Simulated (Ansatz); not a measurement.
# C2H2Sn: structure from calculated spectroscopic constants

These gas-phase data were calculated for one isomer of C2H2Sn at PBE0-D3(BJ)/def2-SVP (harmonic, unscaled wavenumbers; equilibrium rotational constants with average atomic masses):

| Item | Value |
| --- | --- |
| rotational constants | 289.2, 2.896, 2.867 GHz |
| all wavenumbers above 1500 cm⁻¹ | 3143, 3070, 1722 |

Candidates:

(1) `C=[C]=[Sn]`, a singlet
(2) `C#[C][SnH]`, a singlet

Q: Which structure fits?

A: Candidate (1). No mode falls between 3300 and 3560 cm⁻¹, where the ≡C–H stretch of (2) would stand.

The same quantities for all candidates:

|  | rotational constants (GHz) | wavenumbers above 1500 cm⁻¹ | E above the lowest, PBE0-D3(BJ)/def2-SVP (kcal/mol) |
| --- | --- | --- | --- |
| (1) | 289.2, 2.896, 2.867 | 3143, 3070, 1722 | 0.0 |
| (2) | 156.7, 2.87, 2.819 | 3465, 2094, 1725 | 4.0 |

Atoms past krypton carry core potentials. Programs: Ansatz 0.2.0.
